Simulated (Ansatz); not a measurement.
`CC(C)(C)[O][Zn][F]` + `[OH][AlH][AlH2]` → `[OH][AlH][Zn][F]` + `CC(C)(C)[O][AlH2]`  (redistribution)

Calculated with Ansatz (gas phase, PBE0-D4/def2-TZVP geometries, no zero-point term in ΔE). CCSD(T)/CBS is the MP2 limit (def2-TZVPP, def2-QZVPP) plus CCSD(T) − MP2 in def2-TZVPP, frozen cores. Functionals use def2-TZVPP. B3LYP here is the variant with VWN-RPA as its local correlation; programs differ in this. For Zn outer-core shells are correlated without core-valence functions, which leaves a few kJ/mol of doubt a bond. Scalar relativity is left out up to krypton. One conformer a species, not always the lowest.

`CC(C)(C)[O][Zn][F]`:

Cartesian coordinates in Å:
```
C 1.675 0.151 -0.566
C 0.225 0.053 -0.114
C 0.096 0.486 1.341
C -0.287 -1.372 -0.286
O -0.505 0.934 -0.948
Zn -2.247 1.154 -0.787
F -3.960 1.458 -0.729
H 1.759 -0.136 -1.616
H 2.319 -0.502 0.028
H 2.030 1.178 -0.464
H 0.695 -0.141 2.006
H -0.947 0.412 1.673
H 0.420 1.523 1.455
H -0.236 -1.665 -1.337
H -1.330 -1.448 0.043
H 0.295 -2.086 0.302
```

`[OH][AlH][AlH2]`:

```xyz
7

O    -1.288    0.428    1.490
Al    0.250    0.467    0.753
Al    0.339   -0.720   -1.544
H    -1.468    0.828    2.341
H     1.422    1.210    1.545
H     0.050    0.056   -2.906
H     0.694   -2.269   -1.679
```

`[OH][AlH][Zn][F]`:

```xyz
6

O    -0.077   -1.679   -0.473
Al    0.162   -0.006   -0.636
Zn   -0.219    1.247    1.429
F    -0.493    2.161    2.920
H     0.033   -2.303   -1.190
H     0.594    0.580   -2.050
```

`CC(C)(C)[O][AlH2]`:

Z-matrix (Å, degrees):
```
C
C 1 1.521
H 1 1.092 2 110.1
H 1 1.092 2 110.1 3 -119.2
H 1 1.092 2 111.1 3 120.4
C 2 1.524 1 110.4 3 178.5
C 2 1.524 1 110.4 3 -59.3
O 2 1.414 1 107.1 3 59.6
H 6 1.094 2 110.5 1 -179.7
H 6 1.093 2 110.1 1 -59.7
H 6 1.093 2 111.2 1 60.3
H 7 1.094 2 110.5 1 179.7
H 7 1.093 2 111.2 1 -60.3
H 7 1.093 2 110.1 1 59.7
Al 8 1.685 2 137.9 1 180.0
H 15 1.578 8 115.6 2 -179.9
H 15 1.586 8 120.8 2 0.0
```

(1) Is it downhill or uphill in electronic energy at CCSD(T)/CBS, and by how much? (Estimate.)

(2) What do these levels give: r2SCAN-D4, B97M-V, r2SCANh-D4, r2SCAN0-D4, B2PLYP, B3LYP, r2SCAN0, CAM-B3LYP, RPA@PBE/def2-TZVPP, HF/def2-SVP, MP2/def2-QZVPP, HF/CBS(def2)? (Estimate.)

Largest T1 diagnostic among the species: 0.016.

Answers

(1) The calculation gave: Downhill: ΔE = -158.5 kJ/mol.

(2) Ansatz gave: r2SCAN-D4 -166.2, B97M-V -168.3, r2SCANh-D4 -167.1, r2SCAN0-D4 -168.1, B2PLYP -168.1, B3LYP -172.7, r2SCAN0 -167.9, CAM-B3LYP -173.0, RPA@PBE/def2-TZVPP -147.2, HF/def2-SVP -164.6, MP2/def2-QZVPP -162.9, HF/CBS(def2) -164.6 kJ/mol.

From BLYP to BHLYP (50 % exact exchange), in def2-TZVPP and without D4, ΔE moves by −3.6 kJ/mol. At CCSD(T), def2-SVP lies +6.2 kJ/mol from the extrapolated value and def2-TZVPP +3.4 kJ/mol.
